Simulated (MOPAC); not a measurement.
Input for MOPAC: PM6 on BiH3O (SMILES [OH][BiH2]), a point of a torsion scan.

```
PM6 1SCF PRECISE CHARGE=0 THREADS=1
BiH3O

O      1.18655108 1    -0.53556323 1    -0.22139722 1
Bi    -0.54790265 1     0.20928333 1     0.75390760 1
H      1.91310236 1     0.07562120 1    -0.10188418 1
H     -1.46801813 1     0.25701408 1    -0.76258063 1
H     -1.16048834 1    -1.42894491 1     0.99824214 1
```

The log:

```
*******************************************************************************
 **                                                                           **
 **                              MOPAC v23.2.5                                **
 **                                                                           **
 *******************************************************************************
 ** MOPAC's Digital Object Identifier: https://doi.org/10.5281/zenodo.6511958 **
 **                                                                           **
 ** Please cite the open-source release paper for use of this MOPAC version:  **
 ** J. E. Moussa and J. J. P. Stewart (2026)                                  **
 ** MOPAC: An open-source semiempirical molecular orbital program             **
 ** J. Open Source Softw., 11(119), 8025, https://doi.org/10.21105/joss.08025 **
 *******************************************************************************

                              PM6 CALCULATION RESULTS

 *******************************************************************************
 *  PM6        - The PM6 Hamiltonian to be used
 *
 *
 *
 *                 CHARGE ON SYSTEM = 0
 *
 *
 *
 *  PRECISE    - TIGHTER CRITERIA TO BE USED
 *  1SCF       - DO 1 SCF AND THEN STOP
 *  THREADS=1  - MULTI-THREADING NOT USED
 *  T=         - A TIME OF 172800.0 SECONDS REQUESTED
 *  DUMP=N     - RESTART FILE WRITTEN EVERY 7200.0 SECONDS REQUESTED
 *******************************************************************************
PM6 1SCF PRECISE CHARGE=0 THREADS=1
 BiH3O

   ATOM   CHEMICAL          X               Y               Z
  NUMBER   SYMBOL      (ANGSTROMS)     (ANGSTROMS)     (ANGSTROMS)

     1       O          1.18655108  *  -0.53556323  *  -0.22139722  *
     2      Bi         -0.54790265  *   0.20928333  *   0.75390760  *
     3       H          1.91310236  *   0.07562120  *  -0.10188418  *
     4       H         -1.46801813  *   0.25701408  *  -0.76258063  *
     5       H         -1.16048834  *  -1.42894491  *   0.99824214  *



          CARTESIAN COORDINATES

    NO.       ATOM           X           Y           Z

     1         O          1.1866     -0.5356     -0.2214
     2        Bi         -0.5479      0.2093      0.7539
     3         H          1.9131      0.0756     -0.1019
     4         H         -1.4680      0.2570     -0.7626
     5         H         -1.1605     -1.4289      0.9982

 General Reference for PM6:
 "Optimization of Parameters for Semiempirical Methods V: Modification of NDDO Approximations
 and Application to 70 Elements", J. J. P. Stewart, J. Mol. Mod., 13, 1173-1213 (2007)
 URL: https://link.springer.com/article/10.1007/s00894-007-0233-4

           Empirical Formula: H3 O Bi  =     5 atoms



      MOLECULAR POINT GROUP   :   C1


      RHF CALCULATION, NO. OF DOUBLY OCCUPIED LEVELS = 7


 -------------------------------------------------------------------------------
 PM6 1SCF PRECISE CHARGE=0 THREADS=1
 BiH3O



     1SCF WAS SPECIFIED, SO BFGS WAS NOT USED
     SCF FIELD WAS ACHIEVED


                              PM6 CALCULATION
                                                       MOPAC v23.2.5 Linux




          FINAL HEAT OF FORMATION =         -5.47309 KCAL/MOL =     -22.89942 KJ/MOL


          COSMO AREA              =         99.59 SQUARE ANGSTROMS
          COSMO VOLUME            =         89.17 CUBIC ANGSTROMS

          IONIZATION POTENTIAL    =          9.490370 EV
          HOMO LUMO ENERGIES (EV) =         -9.490  0.166
          NO. OF FILLED LEVELS    =          7
          MOLECULAR WEIGHT        =        228.0035         POINT GROUP:  C1

          MOLECULAR DIMENSIONS (Angstroms)

            Atom       Atom       Distance
            H     5    H     3     3.59457
            H     4    H     3     2.25254
           Bi     2    O     1     1.37910


          SCF CALCULATIONS        =          1





   ATOM   CHEMICAL          X               Y               Z
  NUMBER   SYMBOL      (ANGSTROMS)     (ANGSTROMS)     (ANGSTROMS)

     1       O          1.18655108  *  -0.53556323  *  -0.22139722  *
     2      Bi         -0.54790265  *   0.20928333  *   0.75390760  *
     3       H          1.91310236  *   0.07562120  *  -0.10188418  *
     4       H         -1.46801813  *   0.25701408  *  -0.76258063  *
     5       H         -1.16048834  *  -1.42894491  *   0.99824214  *

                             CARTESIAN COORDINATES

   1    O        1.186551080    -0.535563230    -0.221397220
   2   Bi       -0.547902650     0.209283330     0.753907600
   3    H        1.913102360     0.075621200    -0.101884180
   4    H       -1.468018130     0.257014080    -0.762580630
   5    H       -1.160488340    -1.428944910     0.998242140


           Empirical Formula: H3 O Bi  =     5 atoms



      MOLECULAR POINT GROUP   :   C1


                  EIGENVALUES
 -26.76574 -21.44767 -15.15445 -12.75255 -12.17991 -10.19667  -9.49037   0.16629
   2.17563   3.29495   6.68128


              NET ATOMIC CHARGES AND DIPOLE CONTRIBUTIONS

  ATOM NO.   TYPE          CHARGE      No. of ELECS.   s-Pop       p-Pop
    1          O          -0.863440        6.8634     1.74135     5.12209
    2         Bi           0.495149        4.5049     1.77342     2.73143
    3          H           0.324177        0.6758     0.67582
    4          H           0.015649        0.9844     0.98435
    5          H           0.028465        0.9715     0.97153
 DIPOLE           X         Y         Z       TOTAL
 POINT-CHG.    -3.514     2.661     2.632     5.134
 HYBRID        -0.164    -0.656    -0.713     0.983
 SUM           -3.678     2.004     1.918     4.607


          ATOMIC ORBITAL ELECTRON POPULATIONS

     Atom    s        px        py        pz
    1  O   1.74135   1.52144   1.69838   1.90227
    2 Bi   1.77342   0.62464   1.10129   1.00550
    3  H   0.67582
    4  H   0.98435
    5  H   0.97153

 **********************
 *                    *
 * JOB ENDED NORMALLY *
 *                    *
 **********************




 == MOPAC DONE ==
```

The run finished.

Cost: very roughly 0.020 core-seconds.
